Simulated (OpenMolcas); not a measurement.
Computed levels of 3s² 3p in ions with 13 electrons, in cm-1 above ²P°_1/2.

```json
{"Program": "OpenMolcas", "Method": "SS-CASPT2, IPEA 0.25 Eh, imaginary shift 0.1 Eh", "Basis": "ANO-RCC-VQZP", "Scalar Hamiltonian": "DKH2, point nucleus", "Spin-orbit coupling": "RASSI with atomic mean-field integrals over the reference wave functions, term energies averaged over their components"}
```

Active space for each ion: 1 electron in 3 orbitals (3p); closed shells correlated by CASPT2: 2s 2p 3s.

| Level | P2+ | S3+ | Ar5+ |
| --- | --- | --- | --- |
| ²P°_3/2 | 494 | 860 | 2056 |

Q: Estimate ²P°_3/2 for Cl4+ from its neighbours S3+ and Ar5+.

A: ²P°_3/2 is fine structure, which grows about as the fourth power of a screened charge, so the fourth roots are averaged: ((860^0.25 + 2056^0.25) / 2)^4 = 1362. The calculation gives 1370, so the estimate is off by -0.6 %.

With one active electron, CASPT2 adds the correlation within the correlated inactive shells and between them and that electron, and leaves the splitting within a term as the reference gives it. Only configurations of the active space appear.

° marks odd parity.
